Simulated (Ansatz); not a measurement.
One change: `CO[SiH2]S` becomes `BN[SiH2]OC`.

Ansatz, PBE0-D4/def2-TZVP geometries, multiplicity 1. Each molecule was computed in one conformer, which needn't be the lowest.

| property | `CO[SiH2]S` |
| --- | --- |
| HOMO energy (B3LYP/def2-TZVPP) / eV | -7.37 |
| HOMO energy (ωB97M-V/def2-TZVPP) / eV | -9.85 |
| HOMO energy (PBE0/def2-TZVPP) / eV | -7.64 |
| HOMO–LUMO gap (PBE/def2-TZVPP) / eV | 5.89 |
| size of the dipole moment (B3LYP/def2-TZVPP) / D | 1.91 |
| HOMO–LUMO gap (PBE0/def2-TZVPP) / eV | 8.04 |

**Question.** What does the change do to each property? (An estimate is asked.)

**Answer.** Ansatz gave: 
| property | `BN[SiH2]OC` | shift |
| --- | --- | --- |
| HOMO energy (B3LYP/def2-TZVPP) / eV | -8.00 | -0.63 |
| HOMO energy (ωB97M-V/def2-TZVPP) / eV | -10.58 | -0.73 |
| HOMO energy (PBE0/def2-TZVPP) / eV | -8.22 | -0.58 |
| HOMO–LUMO gap (PBE/def2-TZVPP) / eV | 5.56 | -0.33 |
| size of the dipole moment (B3LYP/def2-TZVPP) / D | 2.08 | 0.17 |
| HOMO–LUMO gap (PBE0/def2-TZVPP) / eV | 8.05 | 0.01 |

Dipoles are sizes alone; their direction can turn.

B3LYP here is the variant with VWN-RPA as its local correlation; programs differ in this.
